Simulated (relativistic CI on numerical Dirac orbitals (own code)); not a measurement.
Os³⁺: resonant inelastic scattering at the L2,3 edge

Computed with this model: Dirac-Coulomb-Breit CI, separate exchange-only KLI orbitals for each configuration, a model potential for QED, valence Slater integrals scaled by 0.9, Kramers-Heisenberg scattering through one core-hole configuration in a parametric crystal field; configurations [Xe] 4f14 5d5 → [He] 2s2 2p5 3s2 3p6 3d10 4s2 4p6 4d10 4f14 5s2 5p6 5d6; 300 K; core-hole width 3 eV; summed over polarisations. Incident energies are the highest absorption maxima for each field (at most a few, so the weaker spin-orbit partner edge can be absent), on the computed scale of the free ion. Intensities are in per cent of the strongest line above 0.02 eV; levels within 1 cm⁻¹ are merged; final levels count from the ground level, the first row holds all elastic scattering, lines under 0.4 are left out and each table stops after 24 rows. The scale of the Slater integrals is a model choice and moves the terms in proportion.

Field parameters in Wybourne normalisation: Td as Oh with Dq negative (B⁴₀ = 21Dq, B⁴₄ = √(5/14) B⁴₀). The field is a parameter set, without covalency.

S is read from ⟨S²⟩ = S(S + 1).

Td, 10Dq = -3100 cm⁻¹:

| Final level (eV) | Degeneracy | Irrep | S | 10873.1 eV | 12387.9 eV |
| --- | --- | --- | --- | --- | --- |
| 0.000 | 4 | Γ8 | 2.42 | 3990.3 | 323.1 |
| 0.001 | 2 | Γ7 | 2.42 | 71.2 | 26.6 |
| 2.181 | 4 | Γ8 | 1.30 | 100.0 | 29.3 |
| 2.422 | 2 | Γ7 | 1.34 | 54.4 | 16.6 |
| 2.607 | 4 | Γ8 | 1.46 | 34.4 | 19.4 |
| 2.609 | 2 | Γ6 | 1.45 | 8.5 | 10.9 |
| 2.640 | 2 | Γ7 | 1.43 | 10.5 | 4.8 |
| 2.762 | 4 | Γ8 | 1.40 | 10.7 | 10.2 |
| 2.780 | 2 | Γ6 | 1.44 | 5.2 | 7.1 |
| 2.787 | 4 | Γ8 | 1.42 | 11.7 | 6.1 |
| 2.807 | 2 | Γ7 | 1.41 | 5.7 | 8.2 |
| 2.834 | 4 | Γ8 | 1.45 | 19.5 | 17.5 |
| 2.841 | 2 | Γ6 | 1.39 | 4.7 | 3.9 |
| 2.944 | 4 | Γ8 | 1.45 | 15.0 | 14.2 |
| 3.004 | 2 | Γ7 | 1.43 | 25.3 | 10.2 |
| 3.048 | 4 | Γ8 | 1.42 | 26.0 | 12.3 |
| 3.109 | 4 | Γ8 | 1.46 | 46.6 | 20.2 |
| 3.317 | 2 | Γ6 | 1.46 | 9.5 | 8.3 |
| 3.357 | 2 | Γ7 | 1.48 | 43.1 | 36.0 |
| 3.534 | 4 | Γ8 | 1.48 | 89.8 | 73.3 |
| 3.617 | 2 | Γ6 | 1.47 | 44.9 | 36.7 |
| 3.763 | 4 | Γ8 | 0.97 | 20.2 | 9.1 |
| 3.823 | 2 | Γ7 | 1.22 | 27.7 | 12.6 |
| 3.845 | 4 | Γ8 | 1.05 | 42.2 | 20.2 |

Td, 10Dq = -7050 cm⁻¹:

| Final level (eV) | Degeneracy | Irrep | S | 10873.1 eV | 12387.9 eV |
| --- | --- | --- | --- | --- | --- |
| 0.000 | 4 | Γ8 | 2.41 | 3489.7 | 264.6 |
| 0.003 | 2 | Γ7 | 2.41 | 63.8 | 23.1 |
| 1.789 | 4 | Γ8 | 1.27 | 100.0 | 23.9 |
| 2.110 | 2 | Γ7 | 1.41 | 54.4 | 12.3 |
| 2.225 | 2 | Γ6 | 1.47 | 6.9 | 9.3 |
| 2.240 | 4 | Γ8 | 1.47 | 37.1 | 15.6 |
| 2.522 | 2 | Γ7 | 1.30 | 4.8 | 4.0 |
| 2.603 | 2 | Γ6 | 1.44 | 5.9 | 7.8 |
| 2.621 | 4 | Γ8 | 1.41 | 11.0 | 11.2 |
| 2.640 | 4 | Γ8 | 1.42 | 23.2 | 19.5 |
| 2.750 | 4 | Γ8 | 1.37 | 15.1 | 9.8 |
| 2.792 | 2 | Γ6 | 1.29 | 8.6 | 4.0 |
| 2.808 | 2 | Γ7 | 1.37 | 5.5 | 10.3 |
| 2.921 | 4 | Γ8 | 1.37 | 16.7 | 11.2 |
| 2.989 | 2 | Γ7 | 1.46 | 20.3 | 15.8 |
| 3.123 | 4 | Γ8 | 1.23 | 28.4 | 14.4 |
| 3.167 | 4 | Γ8 | 1.36 | 27.7 | 14.3 |
| 3.208 | 2 | Γ7 | 1.32 | 33.8 | 20.3 |
| 3.317 | 4 | Γ8 | 1.27 | 17.4 | 13.5 |
| 3.397 | 2 | Γ6 | 1.41 | 19.7 | 13.8 |
| 3.558 | 4 | Γ8 | 1.40 | 61.9 | 47.0 |
| 3.573 | 2 | Γ7 | 0.97 | 2.4 | 2.1 |
| 3.600 | 2 | Γ6 | 1.12 | 11.9 | 10.5 |
| 3.718 | 2 | Γ6 | 1.25 | 20.3 | 15.9 |

Td, 10Dq = -10950 cm⁻¹:

```tsv
Final level (eV)	Degeneracy	Irrep	S	10873.2 eV	12388.1 eV
0.000	4	Γ8	2.37	3009.7	196.5
0.005	2	Γ7	2.38	59.4	18.2
1.296	4	Γ8	1.19	100.0	16.9
1.669	2	Γ7	1.38	47.3	7.0
1.815	2	Γ6	1.47	6.2	6.5
1.849	4	Γ8	1.47	31.3	10.3
2.312	2	Γ7	1.28	12.5	6.0
2.369	2	Γ6	1.43	6.5	6.0
2.372	4	Γ8	1.44	21.5	12.5
2.398	4	Γ8	1.38	25.7	16.3
2.573	4	Γ8	1.16	22.0	10.6
2.670	4	Γ8	1.22	17.7	6.9
2.679	2	Γ6	1.09	11.9	4.2
2.719	2	Γ7	1.34	15.4	15.7
2.776	2	Γ7	1.27	2.3	5.8
2.929	4	Γ8	1.35	13.9	11.1
2.982	2	Γ7	1.05	11.0	6.2
3.173	4	Γ8	1.27	24.7	13.2
3.225	4	Γ8	1.35	23.7	18.2
3.352	2	Γ6	1.33	25.2	16.4
3.403	2	Γ7	1.32	17.9	8.8
3.430	2	Γ6	1.10	0.7	1.3
3.488	4	Γ8	1.17	24.1	14.8
3.676	4	Γ8	1.30	37.8	30.2
```

For the first field the strongest loss at the lowest incident energy is the level at 2.18 eV (S = 1.30, against 2.42 in the thermal ground state). Levels of other spin, the first over 8 % at 2.18 eV, appear because spin-orbit coupling of the core hole, and in heavier ions of the valence shell too, mixes spins.
